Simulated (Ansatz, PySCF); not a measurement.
Gas-phase reaction (SMILES): F[Si](F)(F)[Si](F)(F)F + 6 [SiH4] (SiH4) -> 6 F[SiH3] [fluorosilane] + [SiH3][SiH3]; bond separation energy.

Each molecule is optimised on its own at B3LYP-D3(BJ)/def2-TZVP (Ansatz, a program for electronic structure), one conformer each, not searched for the lowest. Valence correlation only, unless marked. Spin-orbit coupling is left out. Non-relativistic. CBS marks a two-point X^-3 extrapolation of the correlation energy; Hartree-Fock from the larger set. The bracket is a focal-point correction in the basis named. Thermal terms are rigid-rotor harmonic-oscillator values from B3LYP-D3(BJ) frequencies (Ansatz or PySCF) at 298.15 K and 1 atm. 1 Eh = 627.5095 kcal/mol.

| species | E, RI-MP2/CBS(cc-pV(T+d)Z,cc-pV(Q+d)Z)+[CCSD(T)-MP2]/cc-pV(T+d)Z (Ansatz) (Eh) | E, wB97M-V/def2-TZVPD (Ansatz) (Eh) | H - E (Eh) |
|---|---|---|---|
| F[Si](F)(F)[Si](F)(F)F | -1177.31657 | -1178.60201 | 0.02986 |
| F[SiH3] | -390.71877 | -391.18682 | 0.03157 |
| [SiH3][SiH3] | -581.73935 | -582.52104 | 0.05489 |
| [SiH4] (SiH4) | -291.46100 | -291.84546 | 0.03520 |

Question: Work out ΔE and ΔH at 298.15 K at the first level, then ΔH at the second.

Answer: 
1. ΔE = [6×(-390.71877) + (-581.73935)] - [(-1177.31657) + 6×(-291.46100)] = 0.03060 Eh = 19.2 kcal/mol at RI-MP2/CBS(cc-pV(T+d)Z,cc-pV(Q+d)Z)+[CCSD(T)-MP2]/cc-pV(T+d)Z.
2. The terms H - E add up to 0.00325 Eh, so ΔH = (0.03060 + (0.00325))×627.5095 = 21.2 kcal/mol.
3. At wB97M-V/def2-TZVPD the same steps give ΔE = 20.6 and ΔH = 22.6 kcal/mol, a shift of +1.4 from the first level.
4. These values are not checked against measurement here, since the tables used lack a sound gas-phase enthalpy of formation for at least one species.
